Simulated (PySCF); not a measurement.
## Ionisation energy of Ir⁷³⁺ by level of theory

Ir⁷³⁺ [He] 2s2 → Ir⁷⁴⁺ [He] 2s1 [2s1/2^1, M_J = 1/2], as a difference of total energies. Calculation: PySCF 2.14, in an uncontracted even-tempered set (16 s from 62 bohr⁻², ratio 2.4; 13 p from 81 bohr⁻², ratio 2.4; 5 d from 250 bohr⁻², ratio 2.6; 4 f from 380 bohr⁻², ratio 2.6); the two-component X2C-1e Hamiltonian. Correlated levels: nothing frozen; the 28 highest virtual spinors dropped. "Screened" scales the spin-orbit matrix elements by Boettger's factors to mimic the two-electron term; Breit and QED terms are absent.

| method | ionisation energy (eV) |
| --- | --- |
| GMP2 (spin-free) | 21236.1 |
| GHF (screened spin-orbit) | 21231.6 |
| GMP2 (screened spin-orbit) | 21238.2 |

**Question.** How much does correlation contribute at GMP2 (screened spin-orbit)?

**Answer.** 21238.2 − (21231.6) = 6.6 eV, measured against GHF (screened spin-orbit).

For this ion Breit and QED terms and the two-electron picture change, all absent here, outweigh the correlation shift from GHF to GMP2.

For comparison: 21200 ± 90 eV (theoretical estimate listed by NIST; NIST Atomic Spectra Database, ionization energies).
